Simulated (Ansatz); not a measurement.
A structure relaxed at r2SCAN-D4/def2-SVP in Ansatz, charge -1, singlet:

Cartesian coordinates in Å:
```
Sn 5.0359 -0.4383 0.2528
Sn 2.7920 3.3871 -1.4869
Sn -2.3054 -1.2513 -4.7729
Sn -1.0969 2.9858 -4.0861
As 1.1656 -0.2009 -2.2099
Sn 0.0936 -2.2023 0.8108
Sn 0.8032 0.3837 1.7708
Sn -2.4538 0.2156 -0.4325
Sn 3.3873 -2.7360 3.6897
Sn -0.9892 -1.9265 5.0102
Sn -1.2701 4.4067 0.1010
Sn -3.4077 1.7535 3.7234
Sn 3.6936 -0.9424 -2.1769
Sn 0.3823 -1.8030 -4.1462
Sn 2.2622 -3.9319 1.4226
Sn 1.4986 2.0382 -3.5616
Sn 3.4676 -0.1586 2.5841
Sn 1.0831 2.9904 0.7084
Sn -2.1112 1.2445 -6.0373
Sn -3.9647 -1.0803 -2.4874
Sn -2.6313 2.7713 -1.7249
Sn -1.8497 -3.1169 2.6256
Sn -0.8037 0.7213 4.0912
Sn -4.6223 0.9283 1.3081
Sn 1.5368 -2.8671 5.7922
H 6.1460 -1.7512 0.4607
H 6.0279 0.9546 0.0185
H 2.9735 5.0859 -1.7397
H 4.3817 2.7599 -1.2445
H -2.7593 -2.4330 -5.9629
H -0.9402 4.5971 -4.7103
H -0.3586 -2.4640 -0.8295
H 4.9136 -3.3878 4.1817
H -2.1072 -2.1682 6.3098
H -0.7433 5.9693 -0.4279
H -2.1258 4.6764 1.5767
H -3.2449 3.4661 3.8876
H -4.2429 1.2582 5.1600
H 4.5736 -0.1984 -3.4681
H 3.7344 -2.6436 -2.4730
H 1.4229 -1.6390 -5.5207
H 0.6238 -3.4081 -3.5540
H 3.4663 -4.0051 0.1855
H 1.7493 -5.5624 1.6842
H 2.4813 1.8078 -4.9695
H 4.2328 1.0248 3.5885
H 1.8678 3.6982 2.0907
H -1.0800 1.1957 -7.4255
H -3.6413 1.8002 -6.6188
H -5.4211 -0.3936 -3.1401
H -4.3982 -2.7333 -2.1813
H -4.1308 3.5626 -2.1124
H -3.4346 -2.5522 2.2554
H -1.9182 -4.8395 2.6573
H 0.0981 1.6641 5.2327
H -5.6618 -0.3540 1.8419
H -5.7188 2.2279 0.9521
H 1.4457 -4.4807 6.4090
H 2.0924 -1.9057 7.1176
```

(1) Give its formula.

(2) Summarise the bond lengths by kind (pairs closer than 1.2 times the sum of covalent radii, bridged metal pairs left out).

Answers

(1) Sn₂₄AsH₃₄⁻.

(2) 29 × Sn–Sn 2.79 to 2.87 Å; 3 × As–Sn 2.63 to 2.64 Å; 34 × H–Sn 1.72 to 1.74 Å.

In the def2 sets Sn takes a core potential; there is no spin–orbit coupling. Single mean-field runs in def2-SVP are fitted with def2-universal-jkfit.
